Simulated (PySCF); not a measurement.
B(H)(Br)(OH) (BBrH₂O), SMILES OBBr. Geometry optimised at B3LYP-D3(BJ)/def2-TZVP. The values are those of a single conformer.

The numbers are results of B3LYP-D3(BJ)/def2-TZVP (PySCF 2.14.0), not measurements.

Harmonic wavenumbers (cm⁻¹): 325, 614, 629, 854, 997, 1144, 1348, 2703, 3791. Rotational constants (GHz): 52.47, 3.789, 3.534; symmetry number 1.

Question: Work out the zero-point energy and the ideal-gas rigid-rotor harmonic-oscillator thermochemistry at 298.15 K and 1 atm.

Answer: ZPE = ½ Σ hcν = ½ × 12405 cm⁻¹ = 74.20 kJ/mol. H − E(el) = 86.26 kJ/mol. Entropy in J/(mol K): translation 167.22, rotation 98.91, vibration 10.26, total 276.39. G − E(el) = 3.86 kJ/mol. Cp = 53.83 J/(mol K).
